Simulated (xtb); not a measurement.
C₂H₃, SMILES [CH][CH2+] (connectivity only; charge and spin as stated), charge +1, multiplicity 1. All values are semi-empirical tight-binding results from xtb (GFN2-xTB unless named), good for trends rather than for accurate numbers. Geometry optimised at GFN2-xTB.

Computed properties:
```yaml
point_group_as_xtb_finds_it: C2v
orbital_gap: 3.70 eV
zero_point_energy: 20.6 kcal/mol
G − E(el) at 298.15 K (modified RRHO): 7.4 kcal/mol
static polarisability (D4 model): 21.3 bohr³
solvation energy, GFN2-xTB/ALPB(water): -75.7 kcal/mol
solvation energy, GFN2-xTB/ALPB(ether): -62.0 kcal/mol
```

Q: Give the IR lines (harmonic; lines under 4 % of the strongest left out, lines within 3 cm⁻¹ merged). (An estimate is asked for; the answer gives what the named calculation found.)

A: ν (cm⁻¹): 443 (s), 780 (w), 872 (vs), 938 (vs), 1915 (m), 2765 (vs), 2877 (vs), 3154 (m) (against the strongest line: vs over 80 %, s over 45 %, m over 15 %, w over 4 %, vw less)
